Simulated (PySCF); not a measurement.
**From a computed spectrum to the compound**

A species of 5 atoms with charge -1 has these harmonic modes (PBE0, small Gaussian bases with core potentials, PySCF 2.14.0):

| cm⁻¹ | km/mol | symmetry |
| --- | --- | --- |
| 72 | 6.6 | t2 |
| 72 | 6.6 | t2 |
| 72 | 6.6 | t2 |
| 134 | 0.0 | e |
| 134 | 0.0 | e |
| 464 | 161.2 | t2 |
| 464 | 161.2 | t2 |
| 464 | 161.2 | t2 |
| 502 | 0.0 | a1 |

Q: Which species is it, and in which structure?

A: [BiF4]− (singlet):
```xyz
5

Bi    0.0000    0.0000    0.0000
F     1.2365    1.2365    1.2365
F    -1.2365   -1.2365    1.2365
F     1.2365   -1.2365   -1.2365
F    -1.2365    1.2365   -1.2365
```
Ideal gas at 298.15 K and 1 bar: S = 362.8 J/(mol K), Cp = 95.9 J/(mol K), H − H(0 K) = 22.2 kJ/mol (rigid rotor, harmonic modes, spin degeneracy alone). 
 The answer isn't unique; the calculation gave this one.
